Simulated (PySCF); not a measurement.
How methods differ on the electron affinity of Bi

Bi⁻ [Xe] 4f14 5d10 6s2 6p4 (3P) → Bi [Xe] 4f14 5d10 6s2 6p3 (4S), as a difference of total energies. All numbers are calculated (PySCF 2.14, scalar relativity through the core potential, in aug-cc-pVDZ-PP with ECP60MDF (5s4p3d, 32 functions)). Correlated levels: valence: 5s2 5p6 5d10 frozen. The calculations carry no spin-orbit coupling.

| method | electron affinity (eV) |
| --- | --- |
| UHF | -0.227 |
| LDA | 1.104 |
| PBE | 0.852 |
| PBE0 | 0.764 |
| r2SCAN | 0.753 |
| wB97X | 1.081 |
| PBEsol | 0.838 |
| r2SCAN0 | 0.733 |
| B3LYP | 0.986 |
| ROHF | -0.242 |
| MP2 (valence) | 0.304 |
| SCS-MP2 (valence) | 0.324 |

Spin-orbit coupling is strong in these open shells (close to jj coupling). The scalar numbers leave it out and a first-order estimate fails, so it can dominate the gap to the real levels.

Errors of the correlated levels include the incompleteness of this basis and the frozen core.

A negative affinity means that the anion lies above the atom at that level of theory.

In the anion the highest occupied orbital energy is positive at LDA, PBE, PBE0, r2SCAN, PBEsol, r2SCAN0, B3LYP, a self-interaction effect; the basis confines that electron, and the energy difference can still be sensible.

For comparison: 0.942 eV (measured; photodetachment measurements, as compiled on the Wikipedia data page of electron affinities).
